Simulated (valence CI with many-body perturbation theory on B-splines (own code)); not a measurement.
**Energy levels of Gd49+**

Computed by valence CI with perturbative core correlation (CI+MBPT): five valence electrons over a frozen Dirac-Fock core [Ne], a basis of 9 s, 9 p, 8 d, 6 f, 3 g, 1 h functions for each j, with the one-electron correlation potential Σ1 (screened to all orders), the two-electron term Σ2, the three-electron term Σ3, Breit, model QED; selected single and double excitations, second order for the rest (own B-spline code, finite nucleus).

No measured spectrum was set against this ion. As an estimate, large intervals hold to a few tenths of a per cent, small ones and those within an open d or f shell to about a per cent. Among the levels kept, up to 610 cm⁻¹ of a level comes from second order outside the variational space, and about a tenth of that is noise between levels of different J, which matters for small intervals.

Levels 1 to 45 of 54, with energies above the lowest level, (3s^2 3p1/2^2 3p3/2) J=3/2. "Leading %" is the weight of the configuration and term that name the level; weights of strongly mixed levels are sums over their largest components and can fall short. In the jj column 3d3/2^4 stands for four electrons in 3d with j = 3/2.

```tsv
No.	Configuration	Term	J	E (eV)	Leading %	Second component	g	Leading jj
1	3s²3p³	²P°	3/2	0.00	46	26 % 3s²3p³ ⁴S°	1.361	3s^2 3p1/2^2 3p3/2 (99 %)
2	3s²3p³	⁴S°	3/2	166.61	54	44 % 3s²3p³ ²D°	1.451	3s^2 3p1/2 3p3/2^2 (99 %)
3	3s²3p³	²D°	5/2	176.67	99		1.190	3s^2 3p1/2 3p3/2^2 (99 %)
4	3s²3p³	²P°	1/2	189.31	99		0.653	3s^2 3p1/2 3p3/2^2 (99 %)
5	3s²3p²3d	²D	3/2	190.25	38	35 % 3s²3p²3d ⁴F	0.778	3s^2 3p1/2^2 3d3/2 (98 %)
6	3s²3p²3d	²D	5/2	240.45	29	20 % 3s²3p²3d ⁴D	1.211	3s^2 3p1/2^2 3d5/2 (94 %)
7	3s3p⁴	⁴P	5/2	306.14	66	24 % 3s3p⁴ ²D	1.457	3s 3p1/2^2 3p3/2^2 (89 %)
8	3s3p⁴	²P	3/2	331.14	31	27 % 3s3p⁴ ²D	1.150	3s 3p1/2^2 3p3/2^2 (71 %)
9	3s3p⁴	²S	1/2	331.44	52	28 % 3s3p⁴ ⁴P	2.108	3s 3p1/2^2 3p3/2^2 (85 %)
10	3s²3p²3d	²F	5/2	355.30	46	46 % 3s²3p²3d ⁴F	0.956	3s^2 3p1/2 3p3/2 3d3/2 (98 %)
11	3s²3p³	²P°	3/2	357.46	52	28 % 3s²3p³ ²D°	1.297	3s^2 3p3/2^3 (98 %)
12	3s²3p²3d	⁴F	3/2	357.49	33	29 % 3s²3p²3d ⁴D	0.912	3s^2 3p1/2 3p3/2 3d3/2 (93 %)
13	3s²3p²3d	⁴D	1/2	357.70	79	14 % 3s²3p²3d ²P	0.207	3s^2 3p1/2 3p3/2 3d3/2 (98 %)
14	3s²3p²3d	²G	7/2	365.47	48	27 % 3s²3p²3d ²F	1.040	3s^2 3p1/2 3p3/2 3d3/2 (96 %)
15	3s²3p²3d	²D	5/2	389.81	33	24 % 3s²3p²3d ²F	1.190	3s^2 3p1/2 3p3/2 3d3/2 (86 %)
16	3s²3p²3d	⁴D	7/2	396.59	47	37 % 3s²3p²3d ⁴F	1.305	3s^2 3p1/2 3p3/2 3d5/2 (99 %)
17	3s²3p²3d	²D	3/2	396.96	25	25 % 3s²3p²3d ⁴P	1.241	3s^2 3p1/2 3p3/2 3d3/2 (78 %)
18	3s²3p²3d	²P	1/2	397.17	39	34 % 3s²3p²3d ⁴P	1.673	3s^2 3p1/2 3p3/2 3d3/2 (88 %)
19	3s²3p²3d	²P	3/2	404.35	42	23 % 3s²3p²3d ⁴P	1.360	3s^2 3p1/2 3p3/2 3d5/2 (92 %)
20	3s²3p²3d	²G	9/2	407.43	60	40 % 3s²3p²3d ⁴F	1.190	3s^2 3p1/2 3p3/2 3d5/2 (99 %)
21	3s²3p²3d	²F	5/2	408.21	32	29 % 3s²3p²3d ²D	1.137	3s^2 3p1/2 3p3/2 3d5/2 (91 %)
22	3s²3p²3d	²F	7/2	427.60	55	22 % 3s²3p²3d ²G	1.111	3s^2 3p1/2 3p3/2 3d5/2 (93 %)
23	3s²3p²3d	²D	5/2	428.35	40	30 % 3s²3p²3d ⁴P	1.248	3s^2 3p1/2 3p3/2 3d5/2 (90 %)
24	3s²3p²3d	²D	3/2	434.67	61	18 % 3s²3p²3d ²P	0.929	3s^2 3p1/2 3p3/2 3d5/2 (95 %)
25	3s²3p²3d	²P	1/2	437.56	52	35 % 3s²3p²3d ²S	1.249	3s^2 3p1/2 3p3/2 3d5/2 (92 %)
26	3s3p⁴	⁴P	3/2	484.78	63	19 % 3s3p⁴ ²D	1.450	3s 3p1/2 3p3/2^3 (83 %)
27	3s3p³3d	⁴D°	5/2	491.27	28	22 % 3s3p³3d ⁶D°	1.282	3s 3p1/2^2 3p3/2 3d3/2 (93 %)
28	3s3p³3d	⁶D°	3/2	493.15	27	19 % 3s3p³3d ⁴D°	1.295	3s 3p1/2^2 3p3/2 3d3/2 (94 %)
29	3s3p³3d	⁴P°	1/2	494.55	43	34 % 3s3p³3d ⁶D°	2.483	3s 3p1/2^2 3p3/2 3d3/2 (94 %)
30	3s3p⁴	²D	5/2	498.47	63	20 % 3s3p⁴ ⁴P	1.284	3s 3p1/2 3p3/2^3 (82 %)
31	3s3p³3d	⁴F°	7/2	498.97	24	22 % 3s3p³3d ⁶D°	1.288	3s 3p1/2^2 3p3/2 3d3/2 (87 %)
32	3s3p³3d	²D°	3/2	514.33	25	15 % 3s3p³3d ⁴F°	0.997	3s 3p1/2^2 3p3/2 3d3/2 (78 %)
33	3s3p⁴	²P	1/2	515.58	45	28 % 3s3p⁴ ⁴P	1.351	3s 3p1/2 3p3/2^3 (73 %)
34	3s3p⁴	²P	3/2	517.49	43	25 % 3s3p⁴ ²D	1.135	3s 3p1/2 3p3/2^3 (76 %)
35	3s3p³3d	⁴G°	5/2	526.21	24	20 % 3s3p³3d ²F°	0.875	3s 3p1/2^2 3p3/2 3d3/2 (82 %)
36	3s3p³3d	⁴D°	1/2	529.53	45	22 % 3s3p³3d ²P°	0.563	3s 3p1/2^2 3p3/2 3d3/2 (87 %)
37	3s3p³3d	⁴F°	9/2	533.22	46	35 % 3s3p³3d ⁶D°	1.367	3s 3p1/2^2 3p3/2 3d5/2 (96 %)
38	3s3p³3d	⁴D°	5/2	546.48	31	20 % 3s3p³3d ⁴P°	1.389	3s 3p1/2^2 3p3/2 3d5/2 (93 %)
39	3s3p³3d	²F°	7/2	554.45	31	27 % 3s3p³3d ⁴D°	1.246	3s 3p1/2^2 3p3/2 3d5/2 (82 %)
40	3s3p³3d	²P°	3/2	554.72	30	26 % 3s3p³3d ²D°	1.152	3s 3p1/2^2 3p3/2 3d5/2 (81 %)
41	3s²3p3d²	⁴G°	5/2	556.24	46	29 % 3s²3p3d² ²F°	0.769	3s^2 3p1/2 3d3/2^2 (83 %)
42	3s²3p²3d	²D	5/2	558.89	29	20 % 3s²3p²3d ⁴D	1.178	3s^2 3p3/2^2 3d3/2 (85 %)
43	3s²3p²3d	²F	7/2	559.53	48	22 % 3s²3p²3d ²G	1.117	3s^2 3p3/2^2 3d3/2 (94 %)
44	3s²3p²3d	⁴P	3/2	561.07	24	22 % 3s²3p²3d ²D	1.186	3s^2 3p3/2^2 3d3/2 (77 %)
45	3s²3p²3d	⁴P	1/2	561.95	37	21 % 3s²3p²3d ²P	1.583	3s^2 3p3/2^2 3d3/2 (78 %)
```

The ionisation energy to 3s²3p² ³P0 of the next ion comes out as 4296.5 eV (NIST: 4294 ± 4 eV (theoretical)). All 54 levels together are meant to be complete up to 591.31 eV.
